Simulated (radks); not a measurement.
Results of a calculation; reference values are marked as such.
Kinetic energies: the exact non-interacting value of the Kohn-Sham orbitals and orbital-free approximations, in hartree. Species: Sb3+ [Kr] 4d10 5s2; Ti4+ [Ar]; Ni10+ [Ar]; Cu [Ar] 3d10 4s1. Level of theory: non-relativistic Kohn-Sham, exchange-only PBE, spin-polarised, spherical densities, point nucleus (a radial shooting solver on a logarithmic mesh with Libxc functionals). Every spin shell is full or empty, so the densities are truly spherical. Functionals are evaluated on that one density, not self-consistently.

functional         Sb3+     Ti4+    Ni10+       Cu
exact           6310.98  844.959  1469.75  1638.96
Thomas-Fermi     5978.9   786.95   1370.3   1533.1
von Weizsacker   2607.0   467.94   773.34   818.48
TF + vW          8585.9   1254.9   2143.7   2351.6
TF + vW/9        6268.6   838.95   1456.3   1624.0
TF + vW/5        6500.3   880.54   1525.0   1696.8
LC94             6315.5   845.15   1467.1   1636.5
APBEK            6318.8   846.08   1468.6   1638.0
revAPBEK         6330.0   848.61   1472.6   1642.1
Perdew 92        6269.2   839.05   1456.4   1624.2
Thakkar          6274.8   842.45   1461.6   1629.5
Pearson          6253.6   833.04   1447.7   1616.8
LKT              7513.8   1074.1   1841.3   2026.3
PG1              7255.7   1028.6   1766.0   1945.8
DePristo-Kress   6305.1   844.69   1466.4   1635.2
Ernzerhof        6286.0   843.33   1463.4   1630.5
